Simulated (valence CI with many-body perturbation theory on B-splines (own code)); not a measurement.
## Level structure of Pd³³⁺

Computed by valence CI with perturbative core correlation (CI+MBPT): three valence electrons over a frozen Dirac-Fock core [Ne], a basis of 11 s, 11 p, 10 d, 8 f, 5 g, 2 h functions for each j, with the one-electron correlation potential Σ1 (screened to all orders), the two-electron term Σ2, the three-electron term Σ3, Breit, model QED; selected single and double excitations, second order for the rest, scaled by the run's own slope (own B-spline code, finite nucleus).

The last digits are not significant, and no measured levels were compared; by estimate large intervals hold to a few tenths of a per cent, small ones and those within an open d or f shell to about a per cent.

Levels 91 to 135 of 154, with energies above the lowest level, 3s2 3p 2P°_1/2. "Leading %" is the weight of the configuration and term that name the level; weights of strongly mixed levels are sums over their largest components and can fall short. In the jj column 3d3/2^4 stands for four electrons in 3d with j = 3/2. Lifetimes count E1, E2, E3, M1 and M2 decay at the calculated energies, and are blank where another channel may lead or the interval is too uncertain; long ones can be off by a factor of two.

| No. | Configuration | Term | J | E (eV) | Leading % | Lifetime | Leading jj | Second component |
| --- | --- | --- | --- | --- | --- | --- | --- | --- |
| 91 | 3p 3d2 | 4P° | 1/2 | 484.87 | 48 | 8.89 ps | 3p1/2 3d3/2 3d5/2 (98 %) | 30 % 3p 3d2 2S° |
| 92 | 3p 3d2 | 4D° | 3/2 | 486.94 | 31 | 4.68 ps | 3p1/2 3d3/2^2 (61 %) | 26 % 3p 3d2 4F° |
| 93 | 3p 3d2 | 4D° | 7/2 | 492.95 | 48 | 6.62 ps | 3p1/2 3d5/2^2 (66 %) | 26 % 3p 3d2 4F° |
| 94 | 3p 3d2 | 4F° | 5/2 | 494.37 | 40 | 4.45 ps | 3p1/2 3d3/2 3d5/2 (85 %) | 26 % 3p 3d2 4D° |
| 95 | 3p 3d2 | 2H° | 9/2 | 496.12 | 52 | 15.5 ps | 3p1/2 3d5/2^2 (58 %) | 28 % 3p 3d2 4G° |
| 96 | 3p 3d2 | 2F° | 5/2 | 498.66 | 39 | 10.5 ps | 3p1/2 3d5/2^2 (79 %) | 31 % 3p 3d2 4D° |
| 97 | 3p 3d2 | 4D° | 3/2 | 498.96 | 40 | 5.01 ps | 3p1/2 3d3/2 3d5/2 (63 %) | 23 % 3p 3d2 2D° |
| 98 | 3p 3d2 | 2G° | 7/2 | 499.42 | 56 | 7.08 ps | 3p1/2 3d3/2 3d5/2 (57 %) | 33 % 3p 3d2 2F° |
| 99 | 3p 3d2 | 4P° | 3/2 | 501.14 | 48 | 6.34 ps | 3p1/2 3d5/2^2 (73 %) | 18 % 3p 3d2 4S° |
| 100 | 3p 3d2 | 4G° | 11/2 | 514.50 | 97 | 11.0 ps | 3p3/2 3d5/2^2 (64 %) |  |
| 101 | 3p 3d2 | 4F° | 3/2 | 516.58 | 30 | 3.25 ps | 3p3/2 3d3/2^2 (87 %) | 24 % 3p 3d2 2P° |
| 102 | 3p 3d2 | 4F° | 9/2 | 517.31 | 47 | 5.32 ps | 3p3/2 3d3/2 3d5/2 (86 %) | 30 % 3p 3d2 4G° |
| 103 | 3p 3d2 | 2P° | 1/2 | 517.32 | 72 | 5.15 ps | 3p1/2 3d5/2^2 (55 %) | 22 % 3p 3d2 4D° |
| 104 | 3p 3d2 | 4F° | 7/2 | 518.16 | 44 | 5.17 ps | 3p3/2 3d3/2 3d5/2 (91 %) | 33 % 3p 3d2 2F° |
| 105 | 3p 3d2 | 4F° | 5/2 | 519.50 | 37 | 3.44 ps | 3p3/2 3d3/2^2 (57 %) | 25 % 3p 3d2 4D° |
| 106 | 3p 3d2 | 2F° | 7/2 | 521.27 | 36 | 3.95 ps | 3p3/2 3d3/2^2 (42 %) | 32 % 3p 3d2 4D° |
| 107 | 3p 3d2 | 4D° | 1/2 | 521.64 | 62 | 3.57 ps | 3p3/2 3d3/2^2 (71 %) | 24 % 3p 3d2 2P° |
| 108 | 3p 3d2 | 4D° | 5/2 | 522.81 | 45 | 5.91 ps | 3p3/2 3d3/2 3d5/2 (71 %) | 23 % 3p 3d2 2D° |
| 109 | 3p 3d2 | 2S° | 1/2 | 524.77 | 45 | 4.20 ps | 3p3/2 3d3/2 3d5/2 (89 %) | 35 % 3p 3d2 4P° |
| 110 | 3p 3d2 | 4D° | 3/2 | 525.49 | 70 | 3.55 ps | 3p3/2 3d3/2 3d5/2 (74 %) | 17 % 3p 3d2 2D° |
| 111 | 3p 3d2 | 4D° | 7/2 | 526.69 | 85 | 5.33 ps | 3p3/2 3d3/2 3d5/2 (53 %) | 11 % 3p 3d2 2F° |
| 112 | 3p 3d2 | 4P° | 5/2 | 528.60 | 46 | 5.29 ps | 3p3/2 3d5/2^2 (47 %) | 34 % 3p 3d2 2F° |
| 113 | 3p 3d2 | 4D° | 5/2 | 530.90 | 33 | 4.04 ps | 3p3/2 3d3/2 3d5/2 (75 %) | 19 % 3p 3d2 2F° |
| 114 | 3p 3d2 | 2G° | 9/2 | 531.56 | 53 | 6.44 ps | 3p3/2 3d5/2^2 (82 %) | 27 % 3p 3d2 4F° |
| 115 | 3p 3d2 | 4S° | 3/2 | 531.89 | 59 | 2.96 ps | 3p3/2 3d3/2 3d5/2 (49 %) | 28 % 3p 3d2 4P° |
| 116 | 3p 3d2 | 2H° | 11/2 | 533.29 | 97 | 9.87 ps | 3p3/2 3d3/2 3d5/2 (64 %) |  |
| 117 | 3p 3d2 | 2G° | 7/2 | 535.84 | 44 | 4.83 ps | 3p3/2 3d3/2 3d5/2 (41 %) | 36 % 3p 3d2 2F° |
| 118 | 3p 3d2 | 2D° | 3/2 | 539.71 | 54 | 3.59 ps | 3p3/2 3d3/2 3d5/2 (75 %) | 31 % 3p 3d2 2P° |
| 119 | 3p 3d2 | 2F° | 7/2 | 540.73 | 59 | 3.96 ps | 3p3/2 3d3/2 3d5/2 (44 %) | 24 % 3p 3d2 2G° |
| 120 | 3p 3d2 | 2P° | 1/2 | 541.15 | 88 | 4.11 ps | 3p3/2 3d5/2^2 (72 %) | 7 % 3p 3d2 4D° |
| 121 | 3p 3d2 | 2D° | 5/2 | 544.33 | 80 | 3.31 ps | 3p3/2 3d3/2 3d5/2 (51 %) | 10 % 3p 3d2 2F° |
| 122 | 3p 3d2 | 2G° | 9/2 | 546.66 | 88 | 3.82 ps | 3p3/2 3d3/2 3d5/2 (77 %) | 7 % 3p 3d2 4F° |
| 123 | 3p 3d2 | 2F° | 5/2 | 550.51 | 94 | 4.14 ps | 3p3/2 3d3/2 3d5/2 (83 %) |  |
| 124 | 3p 3d2 | 2D° | 3/2 | 553.41 | 55 | 3.41 ps | 3p3/2 3d3/2 3d5/2 (49 %) | 26 % 3p 3d2 2P° |
| 125 | 3p 3d2 | 2P° | 3/2 | 555.05 | 74 | 4.47 ps | 3p3/2 3d5/2^2 (64 %) | 20 % 3p 3d2 2D° |
| 126 | 3p 3d2 | 2F° | 7/2 | 555.58 | 51 | 4.05 ps | 3p3/2 3d5/2^2 (70 %) | 44 % 3p 3d2 2G° |
| 127 | 3p 3d2 | 2D° | 5/2 | 558.37 | 84 | 3.82 ps | 3p3/2 3d5/2^2 (62 %) | 7 % 3p 3d2 4D° |
| 128 | 3p 3d2 | 2P° | 1/2 | 560.96 | 94 | 2.95 ps | 3p3/2 3d3/2 3d5/2 (72 %) |  |
| 129 | 3p 3d2 | 2P° | 3/2 | 568.40 | 69 | 3.05 ps | 3p3/2 3d5/2^2 (69 %) | 18 % 3p 3d2 2D° |
| 130 | 3d3 | 4F | 3/2 | 637.26 | 85 | 3.09 ps | 3d3/2^3 (70 %) | 13 % 3d3 2D |
| 131 | 3d3 | 4F | 5/2 | 641.66 | 95 | 3.52 ps | 3d3/2^2 3d5/2 (90 %) | 4 % 3d3 2D |
| 132 | 3d3 | 4F | 7/2 | 645.07 | 84 | 3.86 ps | 3d3/2^2 3d5/2 (57 %) | 14 % 3d3 2G |
| 133 | 3d3 | 4F | 9/2 | 647.00 | 51 | 4.15 ps | 3d3/2^2 3d5/2 (72 %) | 34 % 3d3 2G |
| 134 | 3d3 | 4P | 3/2 | 649.13 | 52 | 3.04 ps | 3d3/2^2 3d5/2 (77 %) | 30 % 3d3 2P |
| 135 | 3d3 | 4P | 1/2 | 650.73 | 77 | 3.14 ps | 3d3/2^2 3d5/2 (93 %) | 23 % 3d3 2P |

Names give the largest LS component (configuration and term), which can be under half, so a name can repeat, a term be missing and a line seem to break the LS rules; names also repeat where a configuration has a term twice.
